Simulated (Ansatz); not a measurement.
Abridged output of a molecular run in Ansatz:

```
Functional definition: HF
1072 factors; integrals over basis functions are off by at most 1.0e-3 eV
mean field evaluation 1: about -73430.8847 eV, gradient 3.8e1 eV
mean field evaluation 2: about -73431.0017 eV, gradient 3.8e1 eV
mean field evaluation 4: about -73434.2003 eV, gradient 2.7e0 eV
mean field evaluation 8: about -73434.2474 eV, gradient 2.3e-1 eV
mean field -73434.24760909 eV, -2698.6588241132 hartree, gradient 4.1e-6 eV, S^2 0.000000; 0 other end points of the search recorded, 0 dependent functions left out
15 core orbitals not correlated: weight in the atoms' cores, before any rotation towards them, 1.000 or more for the frozen orbitals, at most 0.000 for the correlated occupied ones
reference -73434.24760909 eV, -2698.6588241132 hartree; 14, 14 occupied and 148, 148 virtual orbitals, 1072 factors
second order -15.52116003 eV of doubles, -0.00000000 eV of singles
cycle   1  -15.76078643 eV  change   -2.4e-1 eV  update   8.0e-2
cycle   2  -16.16792737 eV  change   -4.1e-1 eV  update   2.4e-2
cycle   3  -16.21747476 eV  change   -5.0e-2 eV  update   1.1e-2
cycle   4  -16.20906581 eV  change    8.4e-3 eV  update   3.0e-3
cycle   5  -16.20980180 eV  change   -7.4e-4 eV  update   1.5e-3
cycle   6  -16.20954242 eV  change    2.6e-4 eV  update   4.2e-4
cycle   7  -16.20938119 eV  change    1.6e-4 eV  update   1.5e-4
cycle   8  -16.20942914 eV  change   -4.8e-5 eV  update   4.7e-5
cycle   9  -16.20943204 eV  change   -2.9e-6 eV  update   1.5e-5
perturbative correction -0.58873574 eV, -0.0216356394 hartree
Total energy: -73451.04577687 eV, -2699.2761453930 hartree
```

Its atoms:

Cartesian coordinates in Å:
```
N -0.963 -0.266 -1.093
Al -0.107 0.142 0.392
Se 2.203 -0.104 0.400
H -0.541 -0.597 -1.945
H -1.962 -0.197 -1.203
H -0.893 0.654 1.660
H 2.263 0.367 1.790
```

Task: Which basis set was used?
A. cc-pV(D+d)Z
B. def2-SVP
C. cc-pV(Q+d)Z
D. def2-TZVPP

Result: D. It gives 177 functions.

Task: Write the keys of the input that set method, charge and spin (a neutral closed shell needs none for the last two).

Result: 
```yaml
correlation: {method: ccsd_t}
```
